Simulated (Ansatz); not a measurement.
The first iterations of a band of CH6Sn + H2 (10 atoms, charge 0, multiplicity 1).

The calculation used RKS PBE/def2-mTZVP in Ansatz 0.2.0.

| Item | Value |
| --- | --- |
| movable images | 7 |
| climbing image | yes |
| spring | 5.0 eV/Å² |
| optimiser | quadratic models (default) |
| start path | through a guess of the saddle point |
| force threshold | 0.05 eV/Å |
| iteration limit | 60 |
| end points | relaxed |

First end point:

```xyz
10
Properties=species:S:1:pos:R:3
Sn -0.308 -0.348 0.091
C -0.258 -0.282 2.254
H -1.261 -0.465 2.661
H 0.426 -1.048 2.643
H 0.087 0.703 2.594
H 1.286 -0.169 -0.551
H -1.295 0.930 -0.527
H -0.956 -1.856 -0.450
H 2.094 2.652 1.113
H 2.094 2.759 1.857
```

Last end point:

```xyz
10
Properties=species:S:1:pos:R:3
Sn 0.384 0.214 -1.009
C -0.001 0.361 3.346
H -0.997 0.381 2.885
H 0.473 -0.609 3.151
H -0.099 0.510 4.428
H 0.873 -0.083 -2.633
H -1.141 1.014 -1.007
H 0.248 -1.281 -0.167
H 1.554 1.208 -0.230
H 0.617 1.163 2.922
```

| iteration | highest image above the first end (eV) | largest band force component (eV/Å) |
| --- | --- | --- |
| 1 | 5.244 | 6.922 |
| 2 | 3.357 | 3.267 |
| 3 | 2.309 | 1.678 |
| 4 | 2.980 | 4.506 |
| 5 | 3.078 | 0.968 |
| 6 | 3.016 | 2.030 |
| 7 | 2.560 | 2.481 |
| 8 | 2.202 | 1.892 |

**Question.** Does the band converge within its limit, and where does its top end?

**Answer.** The run converged. It ended after 26 iterations with the highest image 2.867 eV above the first end. Neighbouring images differ by up to 2.5 eV, so the band resolves the path poorly. A vibrational analysis at the climbing image gives one clearly imaginary mode, 1913i cm⁻¹: a first-order saddle point. The orbitals stay closed-shell, which can raise the energy where a bond breaks towards radicals; this wasn't checked here.

The run took 3.4 min on 1 thread of Intel(R) Xeon(R) 6975P-C (Granite Rapids), with other jobs on the host, peak memory 0.18 GiB.
